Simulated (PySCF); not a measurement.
stibine cation (H3Sb), SMILES [SbH3] (connectivity only; charge and spin as stated), charge +1, multiplicity 2. Geometry: PBE-D3(BJ)/def2-TZVPD. The multiplicity is an assumed one; other spin states were not compared. The def2 effective core potentials stand for the cores of Sb; spin–orbit coupling is left out.

Computed with PySCF with PBE-D3(BJ)/def2-TZVPD.

Harmonic wavenumbers (cm⁻¹): 640, 720, 720, 1939, 2009, 2009. Rotational constants (GHz): 105.8, 105.8, 65.12; symmetry number 3.

Problem. Work out the zero-point energy and the ideal-gas rigid-rotor harmonic-oscillator thermochemistry at 298.15 K and 1 atm.

Solution. ZPE = ½ Σ hcν = ½ × 8037 cm⁻¹ = 48.07 kJ/mol. H − E(el) = 58.91 kJ/mol. Entropy in J/(mol K): translation 168.94, rotation 60.91, vibration 4.00, spin 5.76, total 239.62. G − E(el) = -12.53 kJ/mol. Cp = 44.00 J/(mol K).
